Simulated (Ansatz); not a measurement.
C₂H₅OSb (`C[CH]1[O][SbH]1`), relaxed with RKS PBE-D4/def2-SVP in Ansatz 0.2.0 from a rough embedded geometry. The force threshold is 0.03 eV/Å; the program also tests the step.

Total charge 0; spin multiplicity 1. Sb takes the def2 core potential.

Start:

```xyz
9

C    -0.129    0.206   -0.936
C     0.008   -0.792    0.178
O     1.211   -0.665    0.772
Sb   -0.131    0.007    2.114
H     0.279   -0.191   -1.889
H    -1.289    0.359   -1.137
H     0.281    1.210   -0.715
H    -0.217   -1.831   -0.049
H    -0.014    1.696    1.664
```

```
step  energy (eV)  largest force (eV/Å)  largest move (Å)
   1  -10730.3893                 2.350             0.000
   2  -10730.8257                 0.786             0.192
   3  -10730.8805                 0.225             0.182
   4  -10730.8851                 0.206             0.114
   5  -10730.8895                 0.098             0.034
   6  -10730.8918                 0.035             0.039
   7  -10730.8919                 0.027             0.018
```

End:

```xyz
9

C    -0.181    0.209   -1.009
C     0.059   -0.724    0.151
O     1.282   -0.679    0.769
Sb   -0.078   -0.031    2.262
H     0.377   -0.158   -1.901
H    -1.255    0.255   -1.278
H     0.183    1.230   -0.780
H    -0.387   -1.739    0.036
H     0.000    1.637    1.751
```

Hardware: 4 threads of an Arm Neoverse V2 on a shared host. Wall time 6.5 s, peak host memory 0.14 GiB.
